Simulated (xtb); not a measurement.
C2H6Se2, SMILES C[Se][Se]C. All values are semi-empirical tight-binding results from xtb (GFN2-xTB unless named), good for trends rather than for accurate numbers. Geometry: GFN2-xTB. The values are those of a single conformer.

Optimised geometry:

```xyz
10

C      1.8845     0.7795     1.0614
Se     1.0763    -0.3938    -0.3019
Se    -1.0763     0.3938    -0.3019
C     -1.8845    -0.7795     1.0614
H      2.9441     0.5456     1.0957
H      1.7369     1.8157     0.7711
H      1.4281     0.5845     2.0280
H     -2.9441    -0.5456     1.0957
H     -1.7369    -1.8157     0.7711
H     -1.4281    -0.5845     2.0280
```

```json
{
 "point_group_as_xtb_finds_it": "C2",
 "orbital_gap": "3.62 eV",
 "zero_point_energy": "45.5 kcal/mol",
 "G − E(el) at 298.15 K (modified RRHO)": "24.7 kcal/mol",
 "static polarisability (D4 model)": "81.1 bohr³",
 "solvation energy, GFN2-xTB/ALPB(water)": "-1.4 kcal/mol",
 "solvation energy, GFN2-xTB/ALPB(hexane)": "-4.1 kcal/mol"
}
```

Computed atomic charges and the Wiberg bond orders between heavy atoms:
charges (e) C1 -0.07, Se2 -0.11, Se3 -0.11, C4 -0.07, H5 0.06, H6 0.06, H7 0.06, H8 0.06, H9 0.06, H10 0.06. Bond orders C1–Se2 1.03, Se2–Se3 1.30, Se3–C4 1.03.
